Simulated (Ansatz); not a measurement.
Species: sum formula H$_{9}$Si$_{4}$O, charge -1, multiplicity 1. It need not be the lowest isomer of its formula. Whether it binds its extra electron was not tested at this geometry. 
Geometry from a B3LYP-D3(BJ)/def2-TZVP (Ansatz, an electronic-structure program) optimisation:
```xyz
14

O     -0.3978    -0.0228    -1.9748
Si     0.0473    -0.1133    -0.3288
Si     1.7381    -1.6158     0.2945
Si    -1.9802    -0.4963     0.8208
Si     0.5381     2.1145     0.2834
H      0.1458    -0.6482    -2.4659
H      2.6243    -1.1151    -0.8539
H      1.0676    -2.7290    -0.5217
H     -2.4770    -1.8985     0.6818
H     -3.1187     0.3632     0.3688
H     -1.8621    -0.2518     2.2888
H     -0.4581     3.1216    -0.1989
H      1.8531     2.5908    -0.2422
H      0.6012     2.3021     1.7632
```
Charge -1, spin multiplicity 1.

Total electronic energies in hartree. Correlated levels leave the core frozen unless marked. Spin-orbit coupling is left out. No relativistic terms. CBS(X,Y): correlation extrapolated as X^-3; Hartree-Fock from the larger set. The bracket is a focal-point correction in the basis named.

```json
[
 {"level": "HF/cc-pVTZ", "program": "Ansatz", "energy (Eh)": "-1235.94533"},
 {"level": "RI-HF/cc-pV(T+d)Z", "program": "Ansatz", "energy (Eh)": "-1235.95513"},
 {"level": "RI-HF/aug-cc-pV(Q+d)Z", "program": "Ansatz", "energy (Eh)": "-1235.97706"},
 {"level": "PBE/def2-TZVPD", "program": "Ansatz", "energy (Eh)": "-1238.05344"},
 {"level": "BLYP-D4/def2-TZVPD", "program": "Ansatz + dftd4", "energy (Eh)": "-1238.73422"},
 {"level": "r2SCAN-D4/def2-TZVPD", "program": "Ansatz + dftd4", "energy (Eh)": "-1238.60143"},
 {"level": "B3LYP-D4/def2-TZVPD", "program": "Ansatz + dftd4", "energy (Eh)": "-1238.86198"},
 {"level": "B3LYP/def2-TZVPD", "program": "Ansatz", "energy (Eh)": "-1238.83413"},
 {"level": "PBE0-D3(BJ)/def2-TZVPD", "program": "Ansatz + dftd3", "energy (Eh)": "-1238.18375"},
 {"level": "PBE0-D4/def2-TZVP", "program": "Ansatz + dftd4", "energy (Eh)": "-1238.18121"},
 {"level": "PBE0/def2-TZVP", "program": "Ansatz", "energy (Eh)": "-1238.16614"},
 {"level": "PBE0/def2-QZVPP", "program": "Ansatz", "energy (Eh)": "-1238.21344"},
 {"level": "HSE06/def2-TZVPD", "program": "Ansatz", "energy (Eh)": "-1238.13895"},
 {"level": "LC-wPBE-D4/def2-TZVPD", "program": "Ansatz + dftd4", "energy (Eh)": "-1238.35062"},
 {"level": "B2PLYP-D4/def2-TZVPD", "program": "Ansatz + dftd4", "energy (Eh)": "-1238.20135"},
 {"level": "PBE-QIDH/def2-TZVPD", "program": "Ansatz", "energy (Eh)": "-1237.80498"},
 {"level": "RPA@PBE/cc-pV(T+d)Z", "program": "Ansatz", "energy (Eh)": "-1237.27854"},
 {"level": "MP2/6-31G*", "program": "Ansatz", "energy (Eh)": "-1236.29226"},
 {"level": "MP2/cc-pVTZ", "program": "Ansatz", "energy (Eh)": "-1236.71108"},
 {"level": "CCSD/aug-cc-pV(D+d)Z", "program": "Ansatz", "energy (Eh)": "-1236.63466"},
 {"level": "CCSD/cc-pV(D+d)Z", "program": "Ansatz", "energy (Eh)": "-1236.57182"},
 {"level": "CCSD/cc-pVTZ", "program": "Ansatz", "energy (Eh)": "-1236.78957"},
 {"level": "RI-MP2/CBS(aug-cc-pV(T+d)Z,aug-cc-pV(Q+d)Z)+[CCSD(T)-MP2]/aug-cc-pV(T+d)Z", "program": "Ansatz", "energy (Eh)": "-1236.9574"}
]
```

Totals of different functionals don't rank their quality; only differences between species are comparable.
